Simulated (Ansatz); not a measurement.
Reaction (ligand exchange at a B–C bond): `CBC=O` + CH₃OH → `COBC=O` + CH₄

Isolated molecules relaxed with PBE0-D4/def2-TZVP in Ansatz; ΔE leaves out vibrations. CCSD(T)/CBS adds triple-zeta CCSD(T) − MP2 to the extrapolated MP2 energy (def2 sets, frozen cores). This one scheme is used for every species. DFT in def2-TZVPP. HSE06 is defined as in plane-wave codes. One conformer a species, not always the lowest.

Task: Is it downhill or uphill in electronic energy at CCSD(T)/CBS, and by how much? (Best estimate.)

Result: Ansatz gave: Downhill: ΔE = -151.5 kJ/mol.

Task: What do these levels give: LDA (SPW92), revPBE-D4, BLYP-D4, HSE06-D4, BHLYP-D4, revPBE, r2SCAN, BHLYP, MP2/def2-SVP, MP2/def2-TZVPP, CCSD(T)/def2-TZVPP, HF/CBS(def2)? (An estimate is asked.)

Result: The calculation gave: LDA (SPW92) -149.9, revPBE-D4 -141.9, BLYP-D4 -153.2, HSE06-D4 -144.5, BHLYP-D4 -154.7, revPBE -140.9, r2SCAN -147.7, BHLYP -154.4, MP2/def2-SVP -173.9, MP2/def2-TZVPP -154.8, CCSD(T)/def2-TZVPP -154.9, HF/CBS(def2) -154.1 kJ/mol.

Largest T1 diagnostic among the species: 0.016.

At CCSD(T), def2-SVP lies −22.9 kJ/mol from the extrapolated value and def2-TZVPP −3.4 kJ/mol. Leaving LDA and LC-ωPBE aside and taking each functional with its dispersion term where it has one, the values, not all of them listed here, spread over 14.7 kJ/mol, from CAM-B3LYP-D4 to revPBE-D4. LDA lies −5.9 kJ/mol from PBE without D4.
